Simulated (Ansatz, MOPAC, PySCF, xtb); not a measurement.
Donor–acceptor adduct: BH3 (SMILES B) (first 4 atoms) with PH3 (SMILES P); geometry from B3LYP-D3(BJ)/def2-TZVP, rigid monomers moved along the line of their centres of mass till B1···P5 is 1.74 Å.
(charge 0, multiplicity 1):
```xyz
8

B     -0.0303    -0.0774     0.6721
H      1.0967    -0.4211     0.4177
H     -0.8416    -0.9688     0.6552
H     -0.3837     0.9320     0.1159
P      0.0459     0.3792     2.3460
H     -1.1341     0.8370     2.9591
H      0.4369    -0.5980     3.2788
H      0.9220     1.4186     2.7067
```

Counterpoise-corrected where a basis set is named; no monomer relaxation. Rows marked so take none.

Correlated levels freeze the cores. Rows in 6-31G* carry no dispersion term and start afresh at each structure (6-31G* with six Cartesian d functions). The state that PM7 reach isn't checked; PM7 holds dispersion and hydrogen-bond terms.

The values were computed with Ansatz (Gaussian basis) for Hartree–Fock, density functionals and correlated methods; MOPAC for PM7 (differences of heats of formation); PySCF for 6-31G* rows; xtb for the GFN methods. Values without a source in brackets are computed.

Q: One of these levels gives -115.9 kJ/mol for the interaction energy. Name it.
A. M06-2X/6-31G* (no counterpoise)
B. PM7
C. GFN1-xTB
D. SCS-MP2/aug-cc-pV(D+d)Z

A: A, M06-2X/6-31G* (no counterpoise). The others give -128.3 (PM7), -102.2 (GFN1-xTB), -85.9 (SCS-MP2/aug-cc-pV(D+d)Z)

Ansatz is a quantum-chemistry and plane-wave program.
